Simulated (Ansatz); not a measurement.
Consider the atomization: `BCCCO` → B• + 3 C• + 9 H• + O•.

Computed with Ansatz on PBE0-D4/def2-TZVP structures; ΔE is electronic, products minus reactants. CCSD(T)/CBS adds triple-zeta CCSD(T) − MP2 to the extrapolated MP2 energy (def2 sets, frozen cores). This one scheme is used for every species, atoms too. For atomizations the MP2-based limit and the directly extrapolated one differ by several kJ/mol either way, and by 10 to 25 for some Ge, Se and Sn compounds, so smaller differences from it don't rank the levels. DFT in def2-TZVPP. B3LYP here is the variant with VWN-RPA as its local correlation; programs differ in this. HSE06 is defined as in plane-wave codes. No spin–orbit coupling; open shells (•) take unrestricted orbitals. Spin–orbit coupling would lower the free atoms: a little for B, C, O. Each species was taken in one conformer, which may not be the lowest.

`BCCCO`:

Z-matrix (Å, degrees):
```
C
C 1 1.523
B 1 1.548 2 118.3
H 1 1.098 2 111.7 3 -132.0
H 1 1.110 2 109.5 3 113.5
C 2 1.517 1 113.7 3 -176.1
H 2 1.096 1 109.6 3 62.8
H 2 1.095 1 109.6 3 -53.8
H 3 1.199 1 121.0 2 19.4
H 3 1.198 1 120.3 2 -164.3
O 6 1.413 2 113.2 1 61.9
H 6 1.100 2 109.8 1 -62.4
H 6 1.093 2 110.0 1 179.9
H 11 0.960 6 108.4 2 -70.7
```

| level | ΔE (eV) | difference from CCSD(T)/CBS |
| --- | --- | --- |
| LDA (SPW92) | 62.85 | 7.67 |
| PBE0-D4 | 55.50 | 0.32 |
| B3LYP-D4 | 55.32 | 0.14 |
| B2PLYP | 54.77 | -0.41 |
| r2SCAN | 55.35 | 0.17 |
| HSE06 | 55.36 | 0.18 |
| BHLYP | 53.76 | -1.42 |
| LC-ωPBE | 55.22 | 0.04 |
| CCSD/def2-SVP | 52.49 | -2.69 |
| CCSD(T)/def2-SVP | 52.91 | -2.27 |
| HF/def2-TZVPP | 41.50 | -13.68 |
| MP2/def2-TZVPP | 54.64 | -0.54 |
| HF/def2-QZVPP | 41.55 | -13.63 |
| SCS-MP2/def2-QZVPP | 55.28 | 0.10 |
| MP2/CBS(def2) | 55.85 | 0.67 |
| CCSD/CBS(def2) | 54.54 | -0.64 |
| CCSD(T)/CBS | 55.18 | 0 |

Largest T1 diagnostic among the species: 0.014.

At CCSD(T), def2-SVP lies −2.27 eV from the extrapolated value and def2-TZVPP −1.20 eV: correlation converges slowly with the basis, and small sets miss more of it in the bonded molecule than in its fragments. From PBE to PBE0 (25 % exact exchange), in def2-TZVPP and without D4, ΔE moves by −0.68 eV: exact exchange takes away binding that semilocal exchange gives to molecules. In def2-TZVPP, CCSD(T) changes the Hartree–Fock value by +12.48 eV (the triples alone add +0.64 eV) and MP2 by +13.15 eV; breaking electron pairs costs correlation energy, which Hartree–Fock lacks.
